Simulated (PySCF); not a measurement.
# Stretching SI

Set-up: S def2-SVP, I def2-SVP with ECP28; scalar-relativistic core potentials (PySCF 2.14). Energies in eV from S + I in their ground configurations at the same level. State: ²Π (doublet), unpaired electrons π ↑.

```csv
R (Å),UHF-CCSD(T),UHF-MP2,PBE0
2.017,,-0.265,-1.005
2.111,-0.945,-1.029,-1.734
2.204,-1.398,-1.442,-2.118
2.275,-1.575,-1.592,-2.247
2.345,-1.652,-1.646,-2.277
2.415,-1.657,-1.626,-2.237
2.509,-1.584,-1.500,-2.105
2.626,-1.410,-1.140,-1.863
2.767,-1.136,-0.735,-1.517
2.955,,-0.420,-1.044
```

Problem. Put a parabola through the three lowest points of the UHF-CCSD(T) curve and estimate Re, k and ωe (reduced mass 25.54 u; 1 eV/Å² = 0.16022 mdyn/Å; ωe = 1302.8·√(k/μ) cm⁻¹).

Solution. Through R = 2.345, 2.415, 2.509 Å the second-order coefficient is 5.17 eV/Å², so Re ≈ 2.387 Å, k ≈ 1.66 mdyn/Å and ωe ≈ 332 cm⁻¹. A polynomial fit of higher order to the unrounded UHF-CCSD(T) energies gives Re = 2.385 Å, k = 1.95 mdyn/Å, ωe = 360 cm⁻¹; anharmonicity and rounding make the difference.

The higher-order fit for each curve: UHF-CCSD(T): Re = 2.385 Å, ωe = 360 cm⁻¹, De = 1.66 eV; PBE0: Re = 2.336 Å, ωe = 398 cm⁻¹, De = 2.28 eV. UHF-MP2 gives no reliable minimum on this grid.

Correlated steps freeze 9 core orbitals. Correlated levels converge slowly with the basis: in double zeta they bind strong bonds too weakly, by up to about 1 eV, and carry superposition errors of some tenths. These are scalar-relativistic numbers at best; spin–orbit coupling would shift them, the dissociation energy most. The state was picked by a PBE0 search and need not be the measured ground state.
